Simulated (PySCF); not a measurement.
Species: C2H8GeOS.
Bonds: C1–O2, O2–Ge3, Ge3–S4, S4–C5. Hydrogens: H6, H7, H8 on C1; H9, H10 on Ge3; H11, H12, H13 on C5.

Theory: PBE0-D3(BJ)/def2-SVP geometry optimisation, gas phase in PySCF 2.14.0.

(1) What internal coordinates does the optimisation give?

Answers

(1) 
| bond | length (Å) |
| --- | --- |
| C1–O2 | 1.402 |
| O2–Ge3 | 1.781 |
| Ge3–S4 | 2.213 |
| S4–C5 | 1.823 |
| C1–H6, C1–H7, C1–H8 | 1.105 |
| Ge3–H9, Ge3–H10 | 1.537 |
| C5–H11, C5–H12, C5–H13 | 1.099 |

Bonds in one row agree within 0.01 Å and their mean is given. A selection of angles:
| angle | degrees |
| --- | --- |
| O2–C1–H6 | 112.2 |
| O2–C1–H7 | 108.5 |
| H6–C1–H7 | 107.8 |
| C1–O2–Ge3 | 119.9 |
| O2–Ge3–S4 | 109.2 |
| O2–Ge3–H9 | 103.3 |
| O2–Ge3–H10 | 111.0 |
| S4–Ge3–H9 | 112.3 |
| S4–Ge3–H10 | 106.2 |
| H9–Ge3–H10 | 114.8 |
| Ge3–S4–C5 | 98.8 |
| S4–C5–H11 | 111.3 |
| S4–C5–H13 | 106.7 |
| H11–C5–H12 | 109.8 |

Dihedral angles: C1–O2–Ge3–S4 -59° (synclinal); O2–Ge3–S4–C5 -60° (synclinal). The mirror-image conformer, all signs reversed, is as good.

Of the pairs four or more bonds apart, S4···H8 is among the closest relative to their van der Waals radii: 3.14 Å, 105 % of the sum of Bondi's values. S4 (sulfur bonded to C and Ge) is bent (angle 98.8°). Ge3 (germanium bonded to O, S and 2 H) is distorted tetrahedral (angles from 103.3° to 114.8°).

Point group: C1 (no symmetry element, even within 0.4 Å). PBE0-D3(BJ)/def2-SVP frequencies: not computed here. The numbers are those of one conformer.
